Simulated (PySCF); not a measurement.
# Radial density of Ce³⁵⁺ (cerium, charge +35)

UHF, [Ar] 3d5, high-spin 6S determinant. Computed with PySCF 2.14 in an uncontracted even-tempered set (17 s from 5.6 bohr⁻², ratio 2.5; 11 p from 7.3 bohr⁻², ratio 2.5; 8 d from 7.3 bohr⁻², ratio 2.5; 4 f from 29 bohr⁻², ratio 2.7; 3 g from 44 bohr⁻², ratio 2.7), with the non-relativistic Hamiltonian (point nucleus).

```tsv
r (bohr)	4πr²ρ (e/bohr)	4πr²(ρα − ρβ)
0.000355	0.2098	0.0000
0.000597	0.5770	0.0000
0.00100	1.557	-0.0001
0.00169	4.070	-0.0002
0.00284	10.08	-0.0004
0.00478	22.78	-0.0009
0.00804	44.29	-0.0016
0.0135	67.34	-0.0016
0.0227	72.09	0.0135
0.0382	65.48	0.2181
0.0643	88.83	2.0425
0.108	76.59	10.6627
0.182	55.94	23.1276
0.306	42.89	12.2344
0.515	2.612	0.6298
0.866	0.006651	0.0016
```

A non-relativistic calculation at this Z misses sizeable relativistic shifts. Spin-orbit coupling, which splits the p, d and f shells strongly at this Z, is absent. Spin-orbit coupling is strong in this species (close to jj coupling), so the high-spin LS determinant is a model state, not a physical level.
